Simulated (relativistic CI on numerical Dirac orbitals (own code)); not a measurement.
**Ti4+ in a cubic cluster: 2p photoemission with charge transfer**

Computed with a charge-transfer multiplet model of a cubic metal-ligand cluster with up to 2 ligand holes, Slater and spin-orbit integrals from Dirac-Coulomb-Breit ions, Slater integrals scaled by 0.8. The parameters are those of a tetrahedral site (10Dq negative, t2 hopping the larger). The ground state mixes d0 with configurations of k ligand holes L, whose averages lie at kΔ + k(k − 1)U_dd/2; a core hole lowers each added d electron by U_cd. 300 K, Lorentzian 0.6 eV and Gaussian 0.8 eV FWHM.

Atomic integrals in eV (Slater integrals scaled, ζ unscaled), ground: F2dd 6.578, F4dd 4.090, zeta_d 0.013; with the core hole: F2dd 6.578, F4dd 4.090, zeta_d 0.032, zeta_core 3.740, F2cd 5.066, G1cd 3.785, G3cd 2.149. Where a configuration has fewer than two d electrons, the dd integrals are those of d2.

Cluster parameters (eV): Δ = 0.2, U_cd = 4.9, 10Dq = -0.2, 10Dq(ligand) = 0, V(eg) = 1.3, V(t2g) = -2.21, final-state hopping factor = 0.8.

```csv
Case,n_d,d0,d1L,d2L2,S
U_dd = 1.8 eV,1.04,0.22,0.52,0.26,0.00
U_dd = 2.5 eV,1.00,0.23,0.53,0.24,0.00
U_dd = 3.9 eV,0.95,0.25,0.54,0.20,0.00
```

Weights, n_d and S are thermal averages at 300 K. Binding energies count from the first peak over 30 % of the highest in each spectrum, which can be another peak from case to case. The parameters are a model scan and need not match a compound or its usual spin state. Peaks in eV (height, largest 100):
- U_dd = 1.8 eV: 0.0 (100), 6.0 (40), 10.4 (10), 16.5 (5)
- U_dd = 2.5 eV: 0.0 (100), 3.0 (8), 6.1 (40), 10.4 (10)
- U_dd = 3.9 eV: 0.0 (100), 3.3 (8), 6.1 (41), 10.2 (9)

Curve for U_dd = 1.8 eV (points under 2 left out, the grid thinned):

| E (eV) | Intensity |
| --- | --- |
| -2.9 | 2.0 |
| -2.5 | 2.7 |
| -2.1 | 3.9 |
| -1.8 | 5.4 |
| -1.4 | 9.5 |
| -1.0 | 21.1 |
| -0.6 | 52.8 |
| -0.3 | 86.5 |
| 0.1 | 96.2 |
| 0.5 | 55.6 |
| 0.9 | 23.3 |
| 1.3 | 12.4 |
| 1.6 | 10.1 |
| 2.0 | 9.0 |
| 2.4 | 8.4 |
| 2.8 | 8.1 |
| 3.1 | 8.0 |
| 3.5 | 7.2 |
| 3.9 | 7.4 |
| 4.3 | 9.5 |
| 4.6 | 11.4 |
| 5.0 | 15.3 |
| 5.4 | 24.8 |
| 5.8 | 37.1 |
| 6.2 | 38.6 |
| 6.5 | 30.0 |
| 6.9 | 16.3 |
| 7.3 | 8.5 |
| 7.7 | 5.5 |
| 8.0 | 4.5 |
| 8.4 | 4.0 |
| 8.8 | 4.1 |
| 9.2 | 4.9 |
| 9.5 | 5.8 |
| 9.9 | 8.1 |
| 10.3 | 10.3 |
| 10.7 | 9.8 |
| 11.1 | 6.8 |
| 11.4 | 4.6 |
| 11.8 | 2.8 |
| 15.7 | 2.2 |
| 16.1 | 4.0 |
| 16.4 | 5.1 |
| 16.8 | 4.0 |
| 17.2 | 2.1 |

A d0 ion has no d-d gap: its lowest excitations are ligand-to-metal charge transfer. With the core hole the average of the configuration with one ligand hole lies at Δ − U_cd = -4.7 eV before mixing: the effective hopping of about 4.5 eV (from the holes of the mixed ground state) is comparable with this gap or larger, so the configurations mix strongly.

With at most 2 ligand holes the space is cut while the next configuration still counts, so covalency is underestimated, and a final configuration with one more ligand hole, which can lie low, is missing from the spectra.
